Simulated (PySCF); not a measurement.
Planning a spin–spin coupling job on `O=CC1=CC=CC=N1`.

Method: B3LYP/pcJ-1 indirect spin-spin coupling, non-relativistic, gas phase (PySCF 2.14.0, density-fitted response routines). Geometry: GFN2-xTB. Work: spin–spin couplings from 12 perturbed nuclei, spin–dipole term for 1 of them, density fitting. A driver script takes a list of jobs; this job's settings line and coordinates (Å) are shown.

Input:
```
{"job": {"kind": "j", "xc": "B3LYP", "basis": "pcJ-1"}, "charge": 0, "multiplicity": 1}
O      3.090092     0.691034     0.146357
C      2.348735    -0.237901    -0.041141
C      0.874339    -0.157398    -0.029302
C      0.221643     1.051585     0.210636
C     -1.163127     1.064784     0.208463
C     -1.837494    -0.122050    -0.032123
C     -1.091575    -1.274292    -0.260421
N      0.224605    -1.297008    -0.259690
H      2.720033    -1.257821    -0.244675
H      0.807147     1.939744     0.390613
H     -1.706889     1.980622     0.389452
H     -2.915926    -0.157981    -0.043499
H     -1.575970    -2.222832    -0.452398
```

Hardware: one thread of an Arm Neoverse V2 (shared host).

The basis has 266 functions.

Question: Which is nearest to the wall time?
A. 0.72 s
B. 43 s
C. 5.4 s

Answer: B. The run took 43 s. The SCF took 15 cycles.

At this speed, how long would 500 such jobs take on 16 cores, one job a core?

500/16 gives 32 rounds of 43 s, about 23 min of wall time and 6 core-hours, if the jobs don't slow each other.

The SCF part of the output:
```
coarse grid: 11768 points
cycle   1  E = -361.4166734943  dE =  1.463e+00  |g| = 8.217e-01  |ddm| = 3.497e+00
cycle   2  E = -360.9219721492  dE =  4.947e-01  |g| = 1.785e+00  |ddm| = 3.097e+00
cycle   3  E = -361.5416933986  dE = -6.197e-01  |g| = 1.675e-01  |ddm| = 2.455e+00
cycle   4  E = -361.5459372185  dE = -4.244e-03  |g| = 1.116e-01  |ddm| = 2.681e-01
cycle   5  E = -361.5483135936  dE = -2.376e-03  |g| = 3.683e-02  |ddm| = 1.077e-01
cycle   6  E = -361.5485998423  dE = -2.862e-04  |g| = 9.575e-03  |ddm| = 3.360e-02
cycle   7  E = -361.5486214642  dE = -2.162e-05  |g| = 3.161e-03  |ddm| = 1.089e-02
cycle   8  E = -361.5486238630  dE = -2.399e-06  |g| = 7.070e-04  |ddm| = 3.348e-03
final grid: 116312 points
cycle   9  E = -361.6215070312  dE = -1.427e-04  |g| = 6.931e-03  |ddm| = 2.326e-02
cycle  10  E = -361.6214877232  dE =  1.931e-05  |g| = 1.202e-02  |ddm| = 1.588e-02
cycle  11  E = -361.6215154792  dE = -2.776e-05  |g| = 2.447e-03  |ddm| = 1.220e-02
cycle  12  E = -361.6215165556  dE = -1.076e-06  |g| = 5.835e-04  |ddm| = 2.489e-03
cycle  13  E = -361.6215166201  dE = -6.454e-08  |g| = 2.472e-04  |ddm| = 6.007e-04
cycle  14  E = -361.6215166364  dE = -1.625e-08  |g| = 4.758e-05  |ddm| = 2.635e-04
cycle  15  E = -361.6215166369  dE = -4.743e-10  |g| = 1.831e-05  |ddm| = 5.093e-05
converged SCF energy = -361.6215166369
```

On the final grid dE counts from the start density on that grid.

Times come from a shared host and carry two figures at best.
